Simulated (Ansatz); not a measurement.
Species: C₂H₈Si₂, SMILES `[SiH3][SiH]1CC1` (charge 0, multiplicity 1).

Problem. Give a relaxed geometry from B3LYP-D3(BJ)/def2-TZVP run with Ansatz (an electronic-structure program).

Solution. the end point of this relaxation (outside a Z-matrix the atoms follow the SMILES, hydrogens last).
Z-matrix (Å, degrees):
```
Si
H 1 1.4774
C 1 1.8662 2 116.71
H 3 1.0835 1 119.19 2 -148.91
H 3 1.0837 4 112.74 1 -145.86
C 3 1.5385 4 116.51 5 -138.56
H 6 1.0835 3 116.53 4 0.05
H 6 1.0837 7 112.74 3 -138.57
Si 1 2.3204 2 118.78 6 152.54
H 9 1.4832 1 111.63 2 60.49
H 9 1.4832 10 108.24 1 123.25
H 9 1.4835 10 108.88 11 118.22
```
